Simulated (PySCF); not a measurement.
A structure optimised at B3LYP-D3(BJ)/def2-SVP, used in a PySCF frequency run:

```xyz
7

Bi     0.1057     0.2668     0.0000
F      0.5975    -1.0020     1.5278
F      0.5975    -1.0020    -1.5278
C     -2.0639    -0.4139     0.0000
H     -2.1932    -1.0288    -0.9020
H     -2.7617     0.4361     0.0000
H     -2.1932    -1.0288     0.9020
```

Task: Write its SMILES, formula and point group.

Result: [CH3][Bi]([F])[F], CH3BiF2, Cs

Task: What are its rotational constants (standard atomic weights)?

Result: 3.5905, 3.4442, 2.8933 GHz
